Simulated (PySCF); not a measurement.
Compound: C₅H₅F₃O.
Numbering: `[O:1]=[C:2]1[CH2:3][C:4]([F:5])([F:6])[CH2:7][C@@H:8]1[F:9]` (hydrogens: H10, H11 on C3; H12, H13 on C7; H14 on C8)

Structure used (GFN2-xTB), in Å, numbered top down from 1:
```xyz
14
C5H5F3O angstrom
O      1.239    2.255   -0.206
C      0.684    1.206   -0.091
C      1.258   -0.159   -0.412
C      0.201   -1.170    0.019
F      0.495   -1.671    1.253
F      0.160   -2.254   -0.797
C     -1.134   -0.427    0.048
C     -0.758    1.006    0.414
F     -1.607    1.917   -0.155
H      2.211   -0.319    0.094
H      1.432   -0.237   -1.487
H     -1.572   -0.446   -0.951
H     -1.826   -0.887    0.751
H     -0.784    1.186    1.497
```

Theory: B3LYP/def2-SVPD in PySCF (dipole) on a GFN2-xTB geometry, gas phase.

Masses are those of the commonest isotopes; rigid-rotor values at the optimised geometry. The values belong to one conformer with, in the numbering `[O:1]=[C:2]1[CH2:3][C:4]([F:5])([F:6])[CH2:7][C@@H:8]1[F:9]`, O1–C2–C3–C4 175°, C2–C3–C4–F5 -98°, C3–C4–C7–C8 -31°, C4–C7–C8–F9 148°.

**Question.** What are A, B and C (MHz)?

**Answer.** Ia = 186.67, Ib = 410.04, Ic = 492.29 u·Å²; 505379 MHz·u·Å²/I gives A = 2707, B = 1233, C = 1027 MHz.

**Question.** What kind of rotor is it?

**Answer.** An asymmetric top. Ray's parameter κ = (2B − A − C)/(A − C) = -0.755; −1 is the prolate and +1 the oblate limit.

**Question.** Is it planar, by Δ = Ic − Ia − Ib?

**Answer.** Not planar: Δ = Ic − Ia − Ib = -104.42 u·Å². For a rigid frame Δ = −2 Σ m c², so Σ m c² = 52.21 u·Å² lies off the ab plane: 5.79 from hydrogen and 46.42 from heavier atoms. The atom farthest from that plane is 1.48 Å away.

**Question.** Predict some low-J microwave lines.

**Answer.** The dipole components are |μa| = 1.42 D, |μb| = 0.72 D, |μc| = 0.11 D. Intensities carry the squares of the components, which stand as 1.00 : 0.26 : 0.01 (a : b : c). Some lines, for components of 0.1 D or more:

```tsv
type	branch	J(Ka,Kc)	MHz	lower level (cm⁻¹)
c	Q	4(1,4) ← 4(0,4)	789	0.744
b	Q	2(1,1) ← 2(0,2)	1907	0.225
a	Q	4(1,3) ← 4(1,4)	2051	0.770
b	R	1(1,1) ← 0(0,0)	3734	0.000
c	R	1(1,0) ← 0(0,0)	3940	0.000
b	Q	4(2,2) ← 4(1,3)	4035	0.839
c	Q	3(2,2) ← 3(1,2)	4129	0.525
a	R	2(1,2) ← 1(1,1)	4312	0.125
a	R	2(0,2) ← 1(0,1)	4498	0.075
c	R	2(1,1) ← 1(0,1)	6405	0.075
b	R	3(1,3) ← 2(0,2)	7745	0.225
c	R	3(1,2) ← 2(0,2)	8980	0.225
a	R	4(2,3) ← 3(2,2)	9021	0.663
c	R	2(2,1) ← 1(1,1)	9355	0.125
a	R	4(1,3) ← 3(1,2)	9404	0.525
c	R	3(2,1) ← 2(1,1)	11301	0.289
c	R	4(1,3) ← 3(0,3)	11686	0.449
c	R	3(2,2) ← 2(1,2)	11820	0.268
b	R	4(2,3) ← 3(1,2)	13150	0.525
c	R	4(2,3) ← 3(1,3)	14384	0.484
b	R	3(3,0) ← 2(2,1)	14680	0.437
b	R	4(3,2) ← 3(2,1)	16875	0.666
c	R	4(3,2) ← 3(2,2)	16974	0.663
```

Not checked by GFN2-xTB frequencies. Constants of a rigid frame at the computed geometry: no zero-point averaging, no centrifugal distortion.
